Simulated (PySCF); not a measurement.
# Working out the excitation energy of F

F [He] 2s2 2p5 (2P) → F [He] 2s1 2p6 (2S). Computed with PySCF 2.14 in aug-cc-pwCVTZ (7s6p4d2f, 59 functions), with no relativity, point nucleus. Frozen: nothing. Energies in hartree (1 hartree = 27.21139 eV):

```tsv
part	F (lower)	F (upper)
UHF	-99.406944	-98.528803
CCSD correlation	-0.277771	-0.382961
(T)	-0.004953	-0.050574
```

What does Hartree-Fock give?

(-98.528803) − (-99.406944) = 0.878141 hartree = 23.895 eV.

What do CCSD and CCSD(T) give?

The CCSD correlation energies differ by -0.105190 hartree = -2.862 eV and the triples by -0.045621 hartree = -1.241 eV, so CCSD gives 21.033 eV and CCSD(T) 19.792 eV.

The upper state lies above the first ionisation limit, where it may autoionise and the basis confines it.

The coupled-cluster amplitudes are large, so a single reference is strained.
